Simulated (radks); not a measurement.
These are the eigenvalues of the occupied orbitals of an atom or ion with whole-number occupations (eV). Calculated with a radial shooting solver on a logarithmic mesh with Libxc functionals: scalar-relativistic Kohn-Sham, PBE, spin-polarised, spherical densities, finite nucleus; Fermi nuclear charge, rms radius of each element as measured or else 0.836 A^(1/3) + 0.57 fm.

1s up: -46671.51
1s down: -46671.50
2s up: -7625.920
2s down: -7625.895
2p up: -6802.982
2p down: -6802.965
3s up: -1670.772
3s down: -1668.937
3p up: -1413.449
3p down: -1411.623
3d up: -1064.774
3d down: -1063.371
4s up: -333.2330
4s down: -328.5972
4p up: -248.6987
4p down: -244.0580
4d up: -130.0757
4d down: -125.4352
5s up: -44.1752
5s down: -41.4505
5p up: -23.9245
5p down: -21.8919
6s up: -3.6729
4f up: -3.6695
6s down: -3.4328

Which element is it, and in what charge state? The configuration may be excited. Open shells, if any, are filled with parallel spins first.

Answer. Z = 62, samarium, charge 0: Sm in [Xe] 4f6 6s2. The list shows which subshells hold electrons but not how many an open one holds; the 1s level, -1715.1 hartree, gives Z - s = 58.6 by -(Z - s)^2/2, which with screening and relativity narrows Z to a few neighbours, and the depths of the outer levels then fix element, charge and occupations together.
